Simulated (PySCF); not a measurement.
# How methods differ on the ionisation energy of Ti¹⁰⁺

Ti¹⁰⁺ [Ne] 3s2 (1S) → Ti¹¹⁺ [Ne] 3s1 (2S), as a difference of total energies. All numbers are calculated (PySCF 2.14, the spin-free X2C one-electron Hamiltonian (Gaussian nucleus), in an uncontracted even-tempered set (19 s from 0.59 bohr⁻², ratio 2.5; 12 p from 0.76 bohr⁻², ratio 2.5; 5 d from 3.3 bohr⁻², ratio 2.7; 4 f from 5 bohr⁻², ratio 2.7)). Correlated levels: outer shells: 1s2 frozen; virtual orbitals above 40 to 60 times the deepest correlated orbital energy dropped. The calculations carry no spin-orbit coupling.

```json
{"method": "UHF", "ionisation energy (eV)": "262.67", "difference from reference (eV)": "-2.40"}
{"method": "MP2 (outer shells)", "ionisation energy (eV)": "264.66", "difference from reference (eV)": "-0.41"}
{"method": "SCS-MP2 (outer shells)", "ionisation energy (eV)": "264.86", "difference from reference (eV)": "-0.21"}
{"method": "CCSD (outer shells)", "ionisation energy (eV)": "265.08", "difference from reference (eV)": "+0.01"}
{"method": "CCSD(T) (outer shells)", "ionisation energy (eV)": "265.13", "difference from reference (eV)": "+0.06"}
```

Reference: 265.07 ± 0.06 eV (semi-empirical (NIST evaluation); NIST Atomic Spectra Database, ionization energies).
